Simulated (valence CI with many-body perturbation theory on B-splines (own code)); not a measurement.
# Ir43+: key properties

Calculated by valence CI with perturbative core correlation (CI+MBPT): six valence electrons over a frozen Dirac-Fock core [Ar] 3d10, a basis of 9 s, 9 p, 8 d, 6 f, 3 g, 1 h functions for each j, with the one-electron correlation potential Σ1 (screened to all orders), the two-electron term Σ2, the three-electron term Σ3, Breit, model QED; selected single and double excitations, second order for the rest, scaled by the run's own slope (own B-spline code, finite nucleus).

No measured spectrum was set against this ion. As an estimate, large intervals hold to a few tenths of a per cent, small ones and those within an open d or f shell to about a per cent. Among the levels kept, up to 660 cm⁻¹ of a level comes from second order outside the variational space, and about a tenth of that is noise between levels of different J, which matters for small intervals.

Levels are named by their leading jj configuration (3d3/2^4 stands for four electrons in 3d with j = 3/2), which in mixed levels can hold well under half, so a name can repeat and another be missing.

Rates and lifetimes use the calculated energies. Strong lines usually hold to 10 to 20 %, long lifetimes can be off by a factor of two.

(1) What is the ground level?

(2) Among levels below 2747700 cm⁻¹, which E1 lines absorb most strongly from the ground level?

(3) How well does LS coupling describe the low levels?

(4) What is the ionisation energy?

(5) What are the static dipole polarisabilities of the lowest levels?

Answers

(1) (4s^2 4p1/2^2 4p3/2^2) J=2, composition 69 % 4s²4p⁴ ³P + 30 % 4s²4p⁴ ¹D, g = 1.342.

(2) to (4s^2 4p1/2 4p3/2^2 4d3/2) J=2 at 4.156 nm, f = 0.571; to (4s^2 4p1/2 4p3/2^2 4d3/2) J=3 at 4.177 nm, f = 0.483; to (4s^2 4p1/2^2 4p3/2 4d5/2) J=3 at 6.048 nm, f = 0.416.

(3) Among the lowest 20 levels the leading LS term, summed over configurations, holds 52 % on average. For single configurations the figures are 51 % in LS and 95 % in jj coupling. Terms mix most in the J = 3 level at 1356600 cm⁻¹, where the leading one holds 28 %.

(4) 2202.9 eV; NIST lists 2201 ± 4 eV (theoretical).

(5) (4s^2 4p1/2^2 4p3/2^2) J=2 0.0321 (tensor 0.00017); (4s^2 4p1/2^2 4p3/2^2) J=0 0.0321 bohr³, of which the core gives 0.00171.
